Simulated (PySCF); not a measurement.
Computed IR spectrum (relative IR intensity) of a molecule CH3NO2Si. The structure is a stationary point at PBE-D3(BJ)/def2-SVP. Other conformers were not sampled. Method: PBE-D3(BJ)/def2-SVP (PySCF 2.14.0). Frequencies are harmonic and unscaled.

ν (cm⁻¹): 39 (vw), 117 (w), 274 (w), 312 (s), 505 (w), 611 (m), 667 (s), 730 (w), 813 (s), 876 (vs), 890 (m), 949 (s), 1165 (vs), 2201 (m), 2283 (s), 2312 (vs), 3761 (s) (against the strongest line: vs over 80 %, s over 45 %, m over 15 %, w over 4 %, vw less)

Task: Which structure fits?
A) O=C=N[SiH2]O
B) N#CO[SiH2]O
C) O[Si@H]1N=CO1

Result: B, N#CO[SiH2]O
